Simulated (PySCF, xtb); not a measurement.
ClHOSn, SMILES [OH][Sn][Cl] (connectivity only; charge and spin as stated), neutral, multiplicity 1.

xtb with GFN2-xTB at its own geometry gives an orbital gap of 4.42 eV and a dipole moment of 4.16 D.

Geometry optimised at PBE-D3(BJ)/def2-TZVP. The def2 effective core potentials stand for the cores of Sn; spin–orbit coupling is left out. The values are those of a single conformer.

What does PBE0/def2-TZVPD run with PySCF give? (The exact figures need the calculation; the answer reports its results.)

gap 5.35 eV (levels -8.05 and -2.70 eV), dipole 2.10 D.
